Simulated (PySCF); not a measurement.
Level of theory: TPSSh-D3(BJ)/def2-TZVP // r2SCAN-D4/def2-SVP run with PySCF. Gas-phase values, no solvent. One relaxed conformer stands for a flexible species; it need not be the lowest. 

Reference species: [Nb(F)5] (neutral, multiplicity 1).

The charge on the central atom (Mulliken) is 2.02 e and the mean distance from the central atom to its bonded neighbours comes out as 1.853 Å. The coordination number comes out as 5. The LUMO is -3.90 eV.

Changed species: [Nb(F)4(OH)] (1 of 5 F replaced by OH; the reference has 0 of 5 F replaced by OH).

Predict the effect on the charge on the central atom (Mulliken), mean distance from the central atom to its bonded neighbours, coordination number and LUMO.

the charge on the central atom (Mulliken) rises by 0.03 e, to 2.05 e; the mean distance from the central atom to its bonded neighbours rises by 0.007 Å, to 1.860 Å; the coordination number stays essentially unchanged; the LUMO increases by 0.68 eV, to -3.22 eV.
